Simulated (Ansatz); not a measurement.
The molecule BeO, multiplicity 3 (not the ground state: that is measured with 2S+1 = 1).

The constants come from a fifth-degree fit in 1/R (seven points, main isotopes). In def2 and cc sets the state is the lowest found near the PBE0 minimum, followed along R.

The values were computed with Ansatz (Gaussian basis) for Hartree–Fock, density functionals and correlated methods. 

Energies at PBE0/def2-TZVPP:

```csv
R (Å),E (hartree)
1.365457,-89.78726783
1.402163,-89.79115858
1.435932,-89.79304796
1.474106,-89.79357653
1.512280,-89.79271181
1.556327,-89.79033616
1.607715,-89.78612527
```

With a reduced mass of 5.7643 u, find the minimum, the force constant and the constants.

A fifth-degree polynomial in 1/R puts the minimum at r_e = 1.4682 Å with force constant 429 N/m. Then ω_e = (1/2πc)√(k/μ) = 1124 cm⁻¹ and B_e = h/(8π²cμr_e²) = 1.357 cm⁻¹; the cubic and quartic terms give α_e = 0.017 and ω_e x_e = 9.3 cm⁻¹.

Ansatz is a first-principles code.
